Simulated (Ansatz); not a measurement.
Cost and result up the ladder for cyclo-(F2SnO)3 (Sn₃O₃F₆) (12 atoms). Charge 0, multiplicity 1. Geometry: PBE-D4/def2-SVP.

Cartesian coordinates in Å:
```
Sn 1.533 0.472 -1.201
F 3.035 -0.635 -1.703
F 1.786 2.182 -2.065
O 1.524 0.644 0.783
Sn -0.153 0.802 1.845
F 0.243 0.384 3.686
F -0.810 2.622 1.795
O -1.568 -0.418 1.161
Sn -1.424 -1.287 -0.624
F -0.807 -3.108 -0.399
F -3.168 -1.361 -1.445
O -0.191 -0.297 -1.834
```

Ansatz on 4 threads of Arm Neoverse V1 on a shared host. Times are rough, and most runs start from the orbitals of an earlier one. PBE0-D4/def2-TZVP serves as the yardstick here, not as an exact answer. Differences are given only for rows in sets of like size (and for xTB, whose basis is part of the method), since another set adds its own error. Binding counts from free atoms at the same level (Sn triplet, F doublet, O triplet; other spins of the atoms weren't run), without zero-point energy or a counterpoise term.

In the def2 sets Sn takes a core potential, while STO-3G treats all electrons; there is no spin–orbit coupling. Correlated methods freeze 21 core orbitals; core or outer-core shells of Sn are correlated, in sets that lack core-valence functions. The rows differ in basis, and correlated rows in double-zeta sets carry the largest basis error.

Correlated methods converge slowly with the basis, most of all in double-zeta sets.

```csv
level,functions,wall time,binding energy per atom (eV),difference from PBE0-D4/def2-TZVP (eV)
PBE-D4/def2-SVP,204,4.2 s,3.89,–
HF/STO-3G,126,6 s,1.90,–
PBE0-D4/def2-SVP,204,9.5 s,3.58,–
MP2/def2-SVP,204,12 s,3.70,–
PBE-D4/def2-TZVP,429,16 s,3.97,0.28
BLYP-D4/def2-TZVP,429,17 s,3.86,0.17
r2SCAN-D4/def2-TZVP (with forces),429,29 s,3.82,0.13
PBE0-D4/def2-TZVP,429,44 s,3.69,0.00
BHLYP-D4/def2-TZVP,429,44 s,3.41,-0.28
```
